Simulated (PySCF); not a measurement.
Relaxation of sextet RuH₃

These are results of PySCF, UPBE0, basis Ru def2-TZVP with ECP28, H def2-TZVP (scalar-relativistic core potentials, no spin–orbit coupling, density fitting), not measurements. A (50,194) grid was used.

A hand-made T-shaped start, of C2v symmetry, held to at least that symmetry:

Coordinates in bohr (charge 0 multiplicity 6):
```
Ru    0.0000    0.0000   -0.0305
H     0.0000    0.0000    2.9364
H     2.9650    0.0000    0.0731
H    -2.9650    0.0000    0.0731
```

Optimiser trace:
```csv
step,E − E(last) (kJ/mol),largest gradient (Eh/bohr)
0,108.78,0.10846
1,34.89,0.05594
2,9.97,0.01315
3,6.34,0.01128
4,2.75,0.00861
5,0.77,0.00651
6,0.28,0.00402
7,0.10,0.00222
8,0.01,0.00063
9,0.00,0.00028
10,0.00,0.00003
```

It ends at C2v with Ru–H 1.658 Å (×2), Ru–H 1.728 Å; H–Ru–H 68.0° (×2), H–Ru–H 136.1°. A frequency run shows 1 imaginary mode, down to 261i cm⁻¹, so it is a saddle point. Other isomers or separated fragments may lie lower.

With open d or f shells other occupations or spin states may lie lower. At this level a doublet minimum of C3v symmetry lies 275 kJ/mol below this structure.

The relaxation took about 29 core-seconds on a shared host.
